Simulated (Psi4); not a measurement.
C4H5 (SMILES C1[C@-]2C[C@H]12), charge -1, singlet, at a GFN2-xTB geometry (a gas-phase anion, which may not be bound at this level); MP2/aug-cc-pVDZ run with Psi4.

Psi4 was given this input:
```
memory 2 GB

molecule mol {
-1 1
C     0.018388    1.092612    0.317932
C     0.043221   -1.098873    0.292968
C     0.863642    0.014546   -0.417822
C    -0.646975   -0.002427   -0.430534
H    -0.115419    1.126840    1.415201
H    -0.006769    2.101571   -0.114359
H    -0.089492   -1.161107    1.389138
H     0.040819   -2.098035   -0.162198
H    -1.498802   -0.004419   -1.103040
}

set {
  basis aug-cc-pvdz
  reference rhf
}

energy('mp2')
print_variables()
```

It wrote (shortened):

```
    SCF Algorithm Type (re)set to DF.

   => Loading Basis Set <=

    Name: AUG-CC-PVDZ
    Role: ORBITAL
    Keyword: BASIS

         ---------------------------------------------------------
                                   SCF
               by Justin Turney, Rob Parrish, Andy Simmonett
                          and Daniel G. A. Smith
                              RHF Reference
         ---------------------------------------------------------

  ==> Geometry <==

    Molecular point group: c1
    Full point group: C1

    Geometry (in Angstrom), charge = -1, multiplicity = 1:

       Center              X                  Y                   Z               Mass
    ------------   -----------------  -----------------  -----------------  -----------------
         C           -0.012845242030     1.091954542887     0.344583671641    12.000000000000
         C            0.011987757970    -1.099530457113     0.319619671641    12.000000000000
         C            0.832408757970     0.013888542887    -0.391170328359    12.000000000000
         C           -0.678208242030    -0.003084457113    -0.403882328359    12.000000000000
         H           -0.146652242030     1.126182542887     1.441852671641     1.007825032230
         H           -0.038002242030     2.100913542887    -0.087707328359     1.007825032230
         H           -0.120725242030    -1.161764457113     1.415789671641     1.007825032230
         H            0.009585757970    -2.098692457113    -0.135546328359     1.007825032230
         H           -1.530035242030    -0.005076457113    -1.076388328359     1.007825032230

  Running in c1 symmetry.

  Rotational constants: A =      0.60244  B =      0.32413  C =      0.29744 [cm^-1]
  Rotational constants: A =  18060.81312  B =   9717.32218  C =   8916.90738 [MHz]
  Nuclear repulsion =  107.578619079596052

  Charge       = -1
  Multiplicity = 1
  Electrons    = 30
  Nalpha       = 15
  Nbeta        = 15

  ==> Algorithm <==

  SCF Algorithm Type is DF.
  DIIS enabled.
  MOM disabled.
  Fractional occupation disabled.
  Guess Type is SAD.
  Energy threshold   = 1.00e-08
  Density threshold  = 1.00e-08
  Integral threshold = 1.00e-12

  ==> Primary Basis <==

  Basis Set: AUG-CC-PVDZ
    Blend: AUG-CC-PVDZ
    Number of shells: 61
    Number of basis functions: 137
    Number of Cartesian functions: 145
    Spherical Harmonics?: true
    Max angular momentum: 2

   => Loading Basis Set <=

    Name: (AUG-CC-PVDZ AUX)
    Role: JKFIT
[...]
  @DF-RHF Final Energy:  -154.22638598172645
    Total Energy =                       -154.2263859817264517
[...]

  //>>>>>>>>>>>>>>>>>>>>>>>>>>>>>>>>>>>//
  //               DFMP2               //
  //<<<<<<<<<<<<<<<<<<<<<<<<<<<<<<<<<<<//

   => Loading Basis Set <=

    Name: (AUG-CC-PVDZ AUX)
    Role: RIFIT
    Keyword: DF_BASIS_MP2

	 --------------------------------------------------------
	                          DF-MP2
	      2nd-Order Density-Fitted Moller-Plesset Theory

	        Rob Parrish, Justin Turney, Andy Simmonett,
	           Ed Hohenstein, and C. David Sherrill
	 --------------------------------------------------------

   => Auxiliary Basis Set <=

  Basis Set: (AUG-CC-PVDZ AUX)
    Blend: AUG-CC-PVDZ-RI
    Number of shells: 133
    Number of basis functions: 403
    Number of Cartesian functions: 469
    Spherical Harmonics?: true
    Max angular momentum: 3

	 --------------------------------------------------------
	                 NBF =   137, NAUX =   403
	 --------------------------------------------------------
	   CLASS    FOCC     OCC    AOCC    AVIR     VIR    FVIR
	   PAIRS       0      15      15     122     122       0
	 --------------------------------------------------------

	-----------------------------------------------------------
	 ==================> DF-MP2 Energies <====================
	-----------------------------------------------------------
	 Reference Energy          =    -154.2263859817264517 [Eh]
	 Singles Energy            =      -0.0000000000000000 [Eh]
	 Same-Spin Energy          =      -0.1537432066140828 [Eh]
	 Opposite-Spin Energy      =      -0.4469463030731876 [Eh]
	 Correlation Energy        =      -0.6006895096872704 [Eh]
	 Total Energy              =    -154.8270754914137228 [Eh]
	-----------------------------------------------------------
	 ================> DF-SCS-MP2 Energies <==================
	-----------------------------------------------------------
	 SCS Same-Spin Scale       =       0.3333333333333333 [-]
	 SCS Opposite-Spin Scale   =       1.2000000000000000 [-]
	 SCS Same-Spin Energy      =      -0.0512477355380276 [Eh]
	 SCS Opposite-Spin Energy  =      -0.5363355636878251 [Eh]
	 SCS Correlation Energy    =      -0.5875832992258527 [Eh]
	 SCS Total Energy          =    -154.8139692809523069 [Eh]
	-----------------------------------------------------------

  Variable Map:
  ----------------------------------------------------------------------------
[...]
  Array Variable Map:
  ----------------------------------------------------------------------------
[...]
[...]
```
